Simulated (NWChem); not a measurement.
PbSiH$_{3}$I, singlet; SMILES [SiH3][Pb][I]

Low-valent species are run as closed-shell singlets; no triplet was tried in these runs. def2 effective core potentials on I, Pb; no spin-orbit coupling.

**Question.** Give the equilibrium geometry at PBE-D3(BJ)/def2-SVP with def2 effective core potentials on I, Pb (NWChem) as a list of bonds and angles, with the point group.

**Answer.** point group Cs; any orientation.
Bonds (Å): Pb1–I2 2.856, Pb1–Si3 2.775, Si3–H4 1.513, Si3–H5 1.510, Si3–H6 1.510. Angles (°): I2–Pb1–Si3 89.9, Pb1–Si3–H4 114.2, Pb1–Si3–H5 110.0, Pb1–Si3–H6 110.0, H4–Si3–H5 107.4, H4–Si3–H6 107.4, H5–Si3–H6 107.6.
